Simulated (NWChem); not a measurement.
System: InClF2; SMILES [F][In]([F])[Cl]

NWChem input:

```
start job
memory heap 200 mb stack 900 mb global 1100 mb
geometry units angstroms noautoz
  In     0.000000     0.000000     0.284562
  F      0.000000    -1.653461     1.296014
  F      0.000000     1.653461     1.296014
  Cl     0.000000     0.000000    -2.023836
end
basis spherical
  In library def2-svp
  F library def2-svp
  Cl library def2-svp
end
ecp
  In library def2-ecp
end
dft
  xc scan
  grid coarse
  iterations 150
  mulliken
end
task dft gradient
```

NWChem printed, in part:

```
             Northwest Computational Chemistry Package (NWChem) 7.3.0
             --------------------------------------------------------

 C2V symmetry detected

                             Geometry "geometry" -> ""
                             -------------------------

 Output coordinates in angstroms (scale by  1.889725989 to convert to a.u.)

  No.       Tag          Charge          X              Y              Z
 ---- ---------------- ---------- -------------- -------------- --------------
    1 In                  49.0000     0.00000000     0.00000000     0.25043607
    2 F                    9.0000     0.00000000    -1.65346100     1.26188807
    3 F                    9.0000     0.00000000     1.65346100     1.26188807
    4 Cl                  17.0000     0.00000000     0.00000000    -2.05796193

 Effective nuclear repulsion energy (a.u.)     488.3759336051

      Symmetry information
      --------------------

 Group name             C2v
 Group number             16
 Group order               4
 No. of unique centers     3

                                 NWChem DFT Module
                                 -----------------

 Summary of "ao basis" -> "ao basis" (spherical)
 ------------------------------------------------------------------------------
       Tag                 Description            Shells   Functions and Types
 ---------------- ------------------------------  ------  ---------------------
 In                         def2-svp                10       26   4s4p2d
 F                          def2-svp                 6       14   3s2p1d
 Cl                         def2-svp                 8       18   4s3p1d

      Symmetry analysis of basis
      --------------------------

        a1         31
        a2          7
        b1         14
        b2         20

            General Information
            -------------------
          SCF calculation type: DFT
          Wavefunction type:  closed shell.
          No. of atoms     :     4
          No. of electrons :    56
           Alpha electrons :    28
            Beta electrons :    28
          Charge           :     0
          Spin multiplicity:     1
          Use of symmetry is: on ; symmetry adaption is: on
          Maximum number of iterations: 150
          AO basis - number of functions:    72
                     number of shells:    30
          Convergence on energy requested:  1.00D-06
          Convergence on density requested:  1.00D-05
          Convergence on gradient requested:  5.00D-04

              XC Information
              --------------
                         SCAN Method XC Functional
                  SCAN metaGGA Exchange Functional  1.000
                        SCAN Correlation Potential  1.000

             Grid Information
             ----------------
          Grid used for XC integration:  coarse
          Radial quadrature: Mura-Knowles
          Angular quadrature: Lebedev.
          Tag              B.-S. Rad. Rad. Pts. Rad. Cut. Ang. Pts.
          ---              ---------- --------- --------- ---------
          In                  1.55      104           7.0       302
          F                   0.50       35           9.0       302
          Cl                  1.00       70           8.0       302
          Grid pruning is: on
          Number of quadrature shells:   209
          Spatial weights used:  Erf1

      Superposition of Atomic Density Guess
      -------------------------------------

 Sum of atomic energies:        -875.95884383

      Non-variational initial energy
      ------------------------------

 Total energy =    -847.051840
 1-e energy   =   -1730.160831
 2-e energy   =     641.449572
 HOMO         =      -0.446128
 LUMO         =      -0.130600

      Symmetry analysis of molecular orbitals - initial
      -------------------------------------------------

  Numbering of irreducible representations:

     1 a1          2 a2          3 b1          4 b2

  Orbital symmetries:

     1 a1          2 a1          3 b2          4 a1          5 a1
     6 b2          7 b1          8 a1          9 a1         10 b2
    11 b1         12 a1         13 b2         14 a1         15 b2
    16 a1         17 a2         18 b1         19 a1         20 a1
    21 b2         22 b1         23 a1         24 a2         25 b2
    26 a1         27 b1         28 b2         29 a1         30 b1
    31 b2         32 a1         33 a1         34 b1         35 b2
    36 a1         37 b1         38 a2

     ---------------------------------------------
      Total Density - Mulliken Population Analysis
     ---------------------------------------------

    Atom       Charge   Shell Charges
 -----------   ------   -------------------------------------------------------
    1 In  21    19.08   2.59 -0.60  0.46  0.13  3.24  2.75  0.33  0.09  9.73  0.36
    2 F    9     9.75   1.99  1.15  0.81  3.56  2.23  0.00
    3 F    9     9.75   1.99  1.15  0.81  3.56  2.23  0.00
    4 Cl  17    17.42   2.00  1.99  1.23  0.72  5.94  2.13  3.40  0.01

   convergence    iter        energy       DeltaE   RMS-Dens  Diis-err
 ---------------- ----- ----------------- --------- --------- ---------
 d= 0,ls=0.0,diis     1   -849.7056913462 -1.09D+03  4.23D-02  1.17D+00
 d= 0,ls=0.0,diis     2   -848.7981098780  9.08D-01  2.80D-02  1.08D+01
 d= 0,ls=0.0,diis     3   -849.8417480657 -1.04D+00  6.72D-03  6.84D-02
 d= 0,ls=0.0,diis     4   -849.8464022491 -4.65D-03  2.86D-03  4.67D-02
 d= 0,ls=0.0,diis     5   -849.8537591008 -7.36D-03  1.49D-04  1.57D-04
  Resetting Diis
 d= 0,ls=0.0,diis     6   -849.8537774282 -1.83D-05  2.85D-05  6.02D-06
 d= 0,ls=0.0,diis     7   -849.8537780598 -6.32D-07  2.03D-05  5.22D-07
 d= 0,ls=0.0,diis     8   -849.8537779907  6.91D-08  1.36D-05  1.08D-06
 d= 0,ls=0.0,diis     9   -849.8537781275 -1.37D-07  2.91D-06  1.15D-07

         Total DFT energy =     -849.853778127485
      One electron energy =    -1731.098798071053
           Coulomb energy =      705.652602443044
    Exchange-Corr. energy =      -66.067001690772
 Nuclear repulsion energy =      241.659419191295

 Numeric. integr. density =       55.999844289935

                  Occupations of the irreducible representations
                  ----------------------------------------------

                     irrep           alpha         beta
                     --------     --------     --------
                     a1               13.0         13.0
                     a2                2.0          2.0
                     b1                5.0          5.0
                     b2                8.0          8.0

                       DFT Final Molecular Orbital Analysis
                       ------------------------------------

 Vector   26  Occ=2.000000D+00  E=-3.354512D-01  Symmetry=a1
              MO Center= -5.1D-16,  6.3D-11,  8.0D-01, r^2= 4.1D+00
   Bfn.  Coefficient  Atom+Function         Bfn.  Coefficient  Atom+Function
  ----- ------------  ---------------      ----- ------------  ---------------
    32      0.417542  2 F  pz                46      0.417542  3 F  pz
    35     -0.283765  2 F  pz                49     -0.283765  3 F  pz
    67     -0.215761  4 Cl pz                64     -0.178033  4 Cl pz
    19      0.171098  1 In d  0              21      0.109124  1 In d  2
    31      0.107804  2 F  py                45     -0.107804  3 F  py

 Vector   27  Occ=2.000000D+00  E=-3.212052D-01  Symmetry=b1
              MO Center= -4.6D-15, -1.6D-14, -1.7D+00, r^2= 2.1D+00
   Bfn.  Coefficient  Atom+Function         Bfn.  Coefficient  Atom+Function
  ----- ------------  ---------------      ----- ------------  ---------------
    65      0.612360  4 Cl px                62      0.451742  4 Cl px
    59      0.263753  4 Cl px                30      0.132691  2 F  px
    44      0.132691  3 F  px                20     -0.105897  1 In d  1
    33     -0.095936  2 F  px                47     -0.095936  3 F  px
    11      0.059444  1 In px                25      0.054533  1 In d  1

 Vector   28  Occ=2.000000D+00  E=-3.163910D-01  Symmetry=b2
              MO Center= -5.4D-16,  3.6D-12, -1.8D+00, r^2= 1.8D+00
   Bfn.  Coefficient  Atom+Function         Bfn.  Coefficient  Atom+Function
  ----- ------------  ---------------      ----- ------------  ---------------
    66      0.623406  4 Cl py                63      0.462712  4 Cl py
    60      0.269500  4 Cl py                18      0.121050  1 In d -1
    32      0.095238  2 F  pz                46     -0.095238  3 F  pz
    35     -0.068886  2 F  pz                49      0.068886  3 F  pz
    15      0.057396  1 In py                31     -0.053393  2 F  py

 Vector   29  Occ=0.000000D+00  E=-1.488540D-01  Symmetry=a1
              MO Center= -1.2D-16, -5.4D-16,  4.4D-02, r^2= 3.6D+00
   Bfn.  Coefficient  Atom+Function         Bfn.  Coefficient  Atom+Function
  ----- ------------  ---------------      ----- ------------  ---------------
     3      0.706870  1 In s                  4      0.545653  1 In s
    67     -0.405082  4 Cl pz                 1     -0.398573  1 In s
    64     -0.237995  4 Cl pz                31      0.212129  2 F  py
    45     -0.212129  3 F  py                34     -0.172147  2 F  py
    48      0.172147  3 F  py                58     -0.169217  4 Cl s

 Vector   30  Occ=0.000000D+00  E=-7.639131D-02  Symmetry=b1
              MO Center=  1.1D-14, -4.5D-15,  1.6D-01, r^2= 3.8D+00
   Bfn.  Coefficient  Atom+Function         Bfn.  Coefficient  Atom+Function
  ----- ------------  ---------------      ----- ------------  ---------------
    11      0.711700  1 In px                14      0.434517  1 In px
    65     -0.229770  4 Cl px                 8     -0.171485  1 In px
    30      0.163342  2 F  px                44      0.163342  3 F  px
     5     -0.157312  1 In px                33     -0.139588  2 F  px
    47     -0.139588  3 F  px                62     -0.137975  4 Cl px

 Vector   31  Occ=0.000000D+00  E= 2.815564D-02  Symmetry=b2
              MO Center= -8.9D-16,  1.9D-14, -6.9D-02, r^2= 5.4D+00
   Bfn.  Coefficient  Atom+Function         Bfn.  Coefficient  Atom+Function
  ----- ------------  ---------------      ----- ------------  ---------------
    15      0.794238  1 In py                12      0.483717  1 In py
    66     -0.251008  4 Cl py                29      0.245700  2 F  s
    43     -0.245700  3 F  s                 23     -0.168651  1 In d -1
    63     -0.151328  4 Cl py                18      0.142508  1 In d -1
    32      0.131920  2 F  pz                46     -0.131920  3 F  pz

     ---------------------------------------------
      Total Density - Mulliken Population Analysis
     ---------------------------------------------

    Atom       Charge   Shell Charges
 -----------   ------   -------------------------------------------------------
    1 In  21    19.97   2.60 -0.60  0.78  0.03  3.23  2.78  0.74  0.15  9.68  0.57
    2 F    9     9.41   1.99  1.13  0.84  3.30  2.15  0.00
    3 F    9     9.41   1.99  1.13  0.84  3.30  2.15  0.00
    4 Cl  17    17.21   2.00  1.99  1.25  0.72  5.93  2.12  3.20  0.01

     -------------------------------------------
      Total Density - Lowdin Population Analysis
     -------------------------------------------

    Atom       Charge   Shell Charges
 -----------   ------   -------------------------------------------------------
    1 In  21    20.46   1.37  0.54  0.61  0.28  3.03  2.84  0.88  0.38  9.43  1.10
    2 F    9     9.27   1.98  1.03  0.80  3.19  2.27  0.00
    3 F    9     9.27   1.98  1.03  0.80  3.19  2.27  0.00
    4 Cl  17    16.99   2.00  1.96  1.04  0.79  5.82  2.23  3.13  0.01

     Multipole analysis of the density
     ---------------------------------

     L   x y z        total         alpha         beta         nuclear
     -   - - -        -----         -----         ----         -------
     0   0 0 0      0.000000    -28.000000    -28.000000     56.000000

     1   1 0 0     -0.000000     -0.000000     -0.000000      0.000000
     1   0 1 0      0.000000      0.000000      0.000000      0.000000
     1   0 0 1     -0.353124      6.449016      6.449016    -13.251155

     2   2 0 0    -29.582294    -14.791147    -14.791147      0.000000
     2   1 1 0     -0.000000     -0.000000     -0.000000      0.000000
     2   1 0 1      0.000000      0.000000      0.000000      0.000000
     2   0 2 0    -38.557865   -107.146396   -107.146396    175.734928
     2   0 1 1      0.000000      0.000000      0.000000      0.000000
     2   0 0 2    -37.072101   -200.621252   -200.621252    364.170403

            General Information
            -------------------
          SCF calculation type: DFT
          Wavefunction type:  closed shell.
          No. of atoms     :     4
          No. of electrons :    56
           Alpha electrons :    28
            Beta electrons :    28
          Charge           :     0
          Spin multiplicity:     1
          Use of symmetry is: on ; symmetry adaption is: on
          Maximum number of iterations: 150
          AO basis - number of functions:    72
                     number of shells:    30
          Convergence on energy requested:  1.00D-06
          Convergence on density requested:  1.00D-05
          Convergence on gradient requested:  5.00D-04

              XC Information
              --------------
                         SCAN Method XC Functional
                  SCAN metaGGA Exchange Functional  1.000
                        SCAN Correlation Potential  1.000

             Grid Information
             ----------------
          Grid used for XC integration:  coarse
          Radial quadrature: Mura-Knowles
          Angular quadrature: Lebedev.
          Tag              B.-S. Rad. Rad. Pts. Rad. Cut. Ang. Pts.
          ---              ---------- --------- --------- ---------
          In                  1.55      104           7.0       302
          F                   0.50       35           9.0       302
          Cl                  1.00       70           8.0       302
          Grid pruning is: on
          Number of quadrature shells:   209
          Spatial weights used:  Erf1

          Convergence Information
          -----------------------
          Convergence aids based upon iterative change in
          total energy or number of iterations.
          Levelshifting, if invoked, occurs when the
          HOMO/LUMO gap drops below (HL_TOL):  1.00D-02
          DIIS, if invoked, will attempt to extrapolate
          using up to (NFOCK): 10 stored Fock matrices.

                    Damping( 0%)  Levelshifting(0.5)       DIIS
                  --------------- ------------------- ---------------
          dE  on:    start            ASAP                start
          dE off:    2 iters        150 iters           150 iters

                            NWChem DFT Gradient Module
                            --------------------------

  charge          =   0.00
  wavefunction    = closed shell

  Using symmetry

                         DFT ENERGY GRADIENTS

    atom               coordinates                        gradient
                 x          y          z           x          y          z
   1 In      0.000000   0.000000   0.473256    0.000000   0.000000  -0.000263
   2 F       0.000000  -3.124588   2.384623    0.000000  -0.000511   0.000044
   3 F       0.000000   3.124588   2.384623    0.000000   0.000511   0.000044
   4 Cl      0.000000   0.000000  -3.888984    0.000000   0.000000   0.000174
```

Level: SCAN/def2-SVP with def2 effective core potentials on In. All runs use the structure optimised with PBE0/def2-SVP. def2 effective core potentials on In; no spin-orbit coupling.
